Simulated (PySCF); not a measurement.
Two species compared at the same levels of theory.

First species: C₄H₁₄P₂Si.
SMILES: `CC(C)P(P)C[SiH3]`

Second species: C₇H₁₁FOSi.
Structure used (GFN2-xTB), in Å, numbered top down from 1:
```xyz
21
C7H11FOSi angstrom
C      3.9688    0.8610   -0.3686
O      2.6816    0.9078    0.1784
Si     1.7026   -0.3073    0.5958
C     -0.0316    0.3496    1.0700
C     -0.6232   -0.4537   -0.0695
C     -2.0331   -0.5673   -0.4291
C     -2.9682    0.6016   -0.2383
C     -3.0969   -0.5939    0.6418
C      0.4576   -1.0102   -0.6378
F      0.4504   -1.8423   -1.7146
H      4.3372    1.8842   -0.4447
H      4.6396    0.2801    0.2675
H      3.9485    0.4089   -1.3619
H      2.3636   -1.2864    1.4548
H     -0.1946    1.4194    0.9659
H     -0.4134    0.0448    2.0412
H     -2.2046   -1.1919   -1.2988
H     -2.5619    1.5060    0.1872
H     -3.7174    0.7720   -0.9961
H     -3.9354   -1.2579    0.4978
H     -2.7786   -0.5075    1.6690
```

Levels: PBE0/pcSseg-1 for dipole moment, HOMO energy, LUMO energy and HOMO–LUMO gap; GFN2-xTB for rotational constant A and rotational constant C. Geometries: GFN2-xTB. Each structure is a single optimised conformer of the isolated species, non-relativistic unless stated; the electronic structure was computed with PySCF and density fitting.

The conformers computed, where there is a choice (atom-mapped SMILES and torsion angles):
- `[CH3:1][CH:2]([CH3:3])[P:4]([PH2:5])[CH2:6][SiH3:7]`: C1–C2–P4–P5 -55°, C2–P4–C6–Si7 170°, H–P5–P4–C2 175°, H–P5–P4–C2 -93°
- `[CH3:1][O:2][Si@H:3]1[CH2:4][C:5]([CH:6]2[CH2:7][CH2:8]2)=[C:9]1[F:10]`: C1–O2–Si3–C4 -172°, C4–C5–C6–C7 34°

```json
{"property": "dipole moment", "column X": "1.09 D", "column Y": "1.35 D"}
{"property": "HOMO energy", "column X": "-6.24 eV", "column Y": "-6.57 eV"}
{"property": "LUMO energy", "column X": "0.22 eV", "column Y": "0.13 eV"}
{"property": "HOMO–LUMO gap", "column X": "6.46 eV", "column Y": "6.70 eV"}
{"property": "rotational constant A", "column X": "2.117 GHz", "column Y": "2.282 GHz"}
{"property": "rotational constant C", "column X": "0.734 GHz", "column Y": "0.536 GHz"}
```

Problem. Which column belongs to which species?

Solution. Column X is the first species and column Y the second. The first has 21 atoms and 82 electrons, the second 21 and 84.

Problem. How does each property change from the first species to the second?

Solution. dipole moment +0.26 D; HOMO energy -0.33 eV; LUMO energy -0.09 eV; HOMO–LUMO gap +0.24 eV; rotational constant A +0.165 GHz; rotational constant C -0.198 GHz.

On the first: The dipole matches unit charges of opposite sign 0.23 Å apart (1 e·Å = 4.8032 D).

On the second: The dipole matches unit charges of opposite sign 0.28 Å apart (1 e·Å = 4.8032 D). A dipole of 1.35 D is allowed in C1, and pure rotational transitions are dipole-allowed.
